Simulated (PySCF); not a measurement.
# Working out the ionisation energy of Zn

Zn [Ar] 3d10 4s2 (1S) → Zn+ [Ar] 3d10 4s1 (2S). All numbers are calculated (PySCF 2.14, scalar relativity through the core potential, in aug-cc-pVTZ-PP with ECP10MDF (6s6p5d3f2g, 88 functions)). Frozen: 3s2 3p6. Energies in hartree (1 hartree = 27.21139 eV):

```
             part   Zn (lower)  Zn+ (upper)
              UHF  -225.963020  -225.676527
MP2 opposite-spin    -0.351206    -0.311510
    MP2 same-spin    -0.190140    -0.178945
```

Problem. What does Hartree-Fock give?

Solution. (-225.676527) − (-225.963020) = 0.286493 hartree = 7.796 eV.

Problem. What do MP2 and SCS-MP2 (6/5 opposite-spin, 1/3 same-spin) give?

Solution. The opposite-spin parts differ by 1.080 eV and the same-spin parts by 0.305 eV. MP2: 7.796 + (1.080) + (0.305) = 9.181 eV. SCS-MP2: 7.796 + 1.2 × (1.080) + (0.305)/3 = 9.194 eV.

Measured between the centres of the two terms (NIST): 9.394 eV, so MP2 (valence) is off by -0.213 eV.

What remains against the reference includes basis incompleteness, the frozen core and correlation beyond second order.
